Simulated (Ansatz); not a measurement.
`[CH3][Sn][Br]` + H–F → `[CH3][Sn][F]` + HBr at 500 K and 1 bar (ligand exchange at the Sn–Br bond).

Gas-phase electronic energies from Ansatz, PBE0-D4/def2-TZVP geometries. CCSD(T)/CBS is the MP2 limit (def2-TZVPP, def2-QZVPP) plus CCSD(T) − MP2 in def2-TZVPP, frozen cores. This one scheme is used for every species. def2 core potentials past Kr. For Br, Sn outer-core shells are correlated without core-valence functions, which leaves a few kJ/mol of doubt a bond. Scalar relativity is left out up to krypton.

| species | CCSD(T)/CBS energy (Eh) | H − E (kJ/mol) | S (J/(mol·K)) |
| --- | --- | --- | --- |
| `[CH3][Sn][Br]` | -2827.25518 | 125.6 | 374.3 |
| H–F | -100.39570 | 39.4 | 188.7 |
| `[CH3][Sn][F]` | -353.71142 | 126.2 | 354.6 |
| HBr | -2573.91920 | 30.5 | 213.7 |

H − E and S are ideal-gas, rigid-rotor, harmonic terms from PBE0-D4/def2-TZVP. 1 Eh = 2625.50 kJ/mol, R = 8.31446 J/(mol·K).

Question: By hand: ΔE, ΔH, ΔS and ΔG.

Answer: ΔE = (-353.71142) + (-2573.91920) − (-2827.25518) − (-100.39570) = 0.02026 Eh = 53.2 kJ/mol. Δ(H − E) = 126.2 + 30.5 − 125.6 − 39.4 = -8.3, so ΔH = 44.9 kJ/mol. ΔS = 354.6 + 213.7 − 374.3 − 188.7 = 5.3 J/(mol·K). ΔG = 44.9 − 500 × (5.3)/1000 = 42.2 kJ/mol.

Question: By hand: the equilibrium constant, and the temperature at which ΔG would vanish if ΔH and ΔS stayed fixed.

Answer: log₁₀ K = −ΔG/(RT ln 10) = -4.4. ΔG = 0 at ΔH/ΔS = 8472 K, far beyond where these terms or the molecules hold.

The number of gas molecules stays the same, so ΔS is small and ΔH decides. A doubt of 5 kJ/mol in ΔE shifts log₁₀ K by 0.5 here. Modes under 60 cm⁻¹, often nearly free rotors, make the harmonic entropy too high. These are equilibria of isolated gas molecules and say nothing of rates. Largest T1 diagnostic: 0.015 (customary marks: 0.02 for closed shells, 0.045 for open ones).
